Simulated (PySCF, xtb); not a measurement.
C2H6BF2N, SMILES FCB(CF)N.

Geometry optimised at B3LYP-D3(BJ)/def2-SVP. This is a generated structure with no PubChem entry under its InChIKey; it may be hypothetical. Other conformers were not sampled.

Level of theory: IEF-PCM-PBE0/def2-SVP (PySCF 2.14.0).

The values are the electrostatic part of the solvation free energy, E(continuum) − E(gas) at the gas-phase geometry, in a cavity of scaled van der Waals radii (PySCF's table); cavitation and dispersion terms are not included. In vacuum the orbital gap is 9.16 eV. The dipole moment in vacuum is 0.38 D.

```json
[
 {"solvent": "water", "ε": "78.36", "ΔG(elec) (kcal/mol)": "-5.3", "dipole (D)": "0.61", "gap (eV)": "9.26"},
 {"solvent": "n-hexane", "ε": "1.88", "ΔG(elec) (kcal/mol)": "-1.9", "dipole (D)": "0.45", "gap (eV)": "9.21"},
 {"solvent": "dichloromethane", "ε": "8.93", "ΔG(elec) (kcal/mol)": "-4.5", "dipole (D)": "0.57", "gap (eV)": "9.25"}
]
```

For comparison, GFN2-xTB/ALPB(water) (xtb, at the GFN2-xTB geometry, all terms of that model) gives -6.8 kcal/mol.
